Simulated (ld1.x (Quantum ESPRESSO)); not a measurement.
Configuration tests for silver (RRKJ)

- Element: silver (Ag)
- Generator: ld1.x (Quantum ESPRESSO) 7.5
- Type: norm-conserving RRKJ (Kleinman–Bylander form)
- Functional: PBE
- Relativity: scalar-relativistic
- Frozen core: [Ar] 3d10 4s2
- Valence charge: 17
- Reference configuration: 4p6 4d10 5s0.5 5p0 (charge +0.5)
- Partial waves: 4p (bound): rc 1.10 bohr; 4d (bound): rc 1.70 bohr; 5s (bound): rc 2.70 bohr
- Local potential: the s channel
- Core correction: none
- rho0: 0.01

Energies are relative to the spin-unpolarised reference configuration 4p6 4d10 5s0.5 5p0; without spin polarisation the order of configurations can differ from experiment.

```
valence configuration  charge  ΔE all-electron (eV)  error AE − PS (meV)
     4p6 4d10 5s1 5p0       0                -3.017                 -0.2
     4p6 4d10 5s0 5p0      +1                 4.741                 -2.7
      4p6 4d9 5s0 5p0      +2                26.854                  -95
      4p6 4d9 5s1 5p1       0                 5.556                 -724
      4p6 4d8 5s0 5p0      +3                63.048                 -442
```

(1) What are ΔE and the potential's error for 4p6 4d9 5s1 5p0?

(2) What are ΔE and the potential's error for 4p6 4d9 5s2 5p0?

Levels in the configuration 4p6 4d8 5s0 5p0:

```json
{"level": "4p", "all-electron (eV)": "-96.836", "pseudo (eV)": "-97.622"}
{"level": "4d", "all-electron (eV)": "-43.741", "pseudo (eV)": "-44.227"}
```

Answers

(1) ΔE = 10.135 eV all-electron; the error (AE − PS) is -77 meV.

(2) ΔE = 1.060 eV all-electron; the error (AE − PS) is -95 meV.

These tests converged, but a pseudo level misses the all-electron one widely, so the file describes the atom poorly there or has found another state: 4p6 4d8 5s0 5p0: empty 5p by 2.7 eV.
